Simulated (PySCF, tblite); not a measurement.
Compound: C₃H₁₂Si₄.
Numbering: `[CH2:1]=[CH:2][Si@@H:3]1[SiH2:4][SiH2:5][Si@H:6]1[CH3:7]` (hydrogens: H8, H9 on C1; H10 on C2; H11 on Si3; H12, H13 on Si4; H14, H15 on Si5; H16 on Si6; H17, H18, H19 on C7)

Cartesian coordinates in Å at the GFN2-xTB level; atoms count from 1:
```
atom  x, y, z in Å
C1     3.4236   -0.7620    0.8319
C2     2.1253   -0.6085    1.0415
Si3    0.9401    0.3388   -0.0694
Si4   -0.3582    1.8921    1.1597
Si5   -2.2740    0.5611    0.8394
Si6   -1.0338   -0.8987   -0.5488
C7    -1.5542   -0.7481   -2.3762
H8     4.0676   -1.3109    1.5033
H9     3.9055   -0.3353   -0.0335
H10    1.6944   -1.0582    1.9293
H11    1.7732    0.8351   -1.1818
H12    0.0453    2.1598    2.5468
H13   -0.4351    3.2419    0.5827
H14   -2.8305   -0.0338    2.0626
H15   -3.4446    1.2174    0.2394
H16   -1.0669   -2.3490   -0.2701
H17   -0.8982   -1.3135   -3.0318
H18   -1.5229    0.2897   -2.6966
H19   -2.5665   -1.1085   -2.5358
```

Jobs on this species (19 atoms, 86 electrons) with PySCF (density fitting) and tblite. Hardware of each: one thread, Arm Neoverse V1 (aarch64), on a shared host. Times come from a shared host and carry two figures at best.

```csv
level and settings,work,basis functions,SCF cycles,wall time
GFN2-xTB,L-BFGS relaxation,–,–,?
PBE0/pcSseg-1,"shieldings, ring-centre shieldings, charges and field gradients, density and orbital grids written",207,12,80 s
GFN2-xTB,Hessian by finite differences,–,–,1.1 s
```

Task: Fill in the missing figures.

Result: 
- GFN2-xTB; L-BFGS relaxation: 1.4 s

Task: What do all jobs in the table cost together?

Result: About 82 s; the longest takes about 97 % of that, and about 73 times as long as the shortest.
